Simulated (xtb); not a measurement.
2-(1-methylpyrrol-2-yl)-1,3,4-oxadiazole (C₇H₇N₃O), SMILES Cn1cccc1-c1nnco1. All values are semi-empirical tight-binding results from xtb (GFN2-xTB unless named), good for trends rather than for accurate numbers. Geometry optimised at GFN2-xTB. The values are those of a single conformer.

Optimised geometry:

Bonded distances (Å): C1–N2 1.435, C1–H12 1.088, C1–H13 1.091, C1–H14 1.090, N2–C3 1.348, N2–C6 1.368, C3–C4 1.377, C3–H15 1.073, C4–C5 1.396, C4–H16 1.072, C5–C6 1.388, C5–H17 1.072, C6–C7 1.424, C7–N8 1.306, C7–O11 1.359, N8–N9 1.346, N9–C10 1.286, C10–O11 1.346, C10–H18 1.069. Bond angles (°): N2–C1–H12 109.2, N2–C1–H13 110.4, N2–C1–H14 110.4, H12–C1–H13 109.7, H12–C1–H14 109.8, H13–C1–H14 107.4, C1–N2–C3 126.1, C1–N2–C6 125.5, C3–N2–C6 108.4, N2–C3–C4 109.4, N2–C3–H15 121.2, C4–C3–H15 129.4, C3–C4–C5 107.0, C3–C4–H16 126.3, C5–C4–H16 126.7, C4–C5–C6 106.9, C4–C5–H17 127.4, C6–C5–H17 125.7, N2–C6–C5 108.3, N2–C6–C7 123.2, C5–C6–C7 128.5, C6–C7–N8 128.3, C6–C7–O11 120.6, N8–C7–O11 111.1, C7–N8–N9 107.1, N8–N9–C10 106.9, N9–C10–O11 112.7, N9–C10–H18 127.3, O11–C10–H18 120.0, C7–O11–C10 102.2.
Charge 0, spin multiplicity 1.

point group as xtb finds it: Cs
orbital gap: 3.30 eV
dipole moment: 2.45 D
zero-point energy: 84.2 kcal/mol
G − E(el) at 298.15 K (modified RRHO): 62.3 kcal/mol
static polarisability (D4 model): 101.7 bohr³
solvation energy, GFN2-xTB/ALPB(water): -6.6 kcal/mol
solvation energy, GFN2-xTB/ALPB(dmf): -10.8 kcal/mol

**Question.** Give the IR lines (harmonic; lines under 4 % of the strongest left out, lines within 3 cm⁻¹ merged). (An estimate is asked for; the answer gives what the named calculation found.)

**Answer.** ν (cm⁻¹): 650 (w), 718 (w), 774 (w), 1009 (m), 1060 (w), 1099 (w), 1180 (w), 1266 (m), 1408 (w), 1414 (m), 1425 (m), 1441 (w), 1466 (w), 1478 (m), 1502 (m), 1507 (w), 1597 (vs), 3034 (w), 3171 (w), 3181 (w) (against the strongest line: vs over 80 %, s over 45 %, m over 15 %, w over 4 %, vw less)

Computed atomic charges and the Wiberg bond orders between heavy atoms:
charges (e) C1 -0.07, N2 0.02, C3 -0.01, C4 -0.06, C5 -0.06, C6 0.00, C7 0.21, N8 -0.22, N9 -0.17, C10 0.18, O11 -0.21, H12 0.07, H13 0.08, H14 0.08, H15 0.04, H16 0.04, H17 0.04, H18 0.05. Bond orders C1–N2 1.00, N2–C3 1.27, C3–C4 1.48, C4–C5 1.40, N2–C6 1.18, C5–C6 1.41, C6–C7 1.13, C7–N8 1.54, N8–N9 1.22, N9–C10 1.67, C7–O11 1.08, C10–O11 1.12.
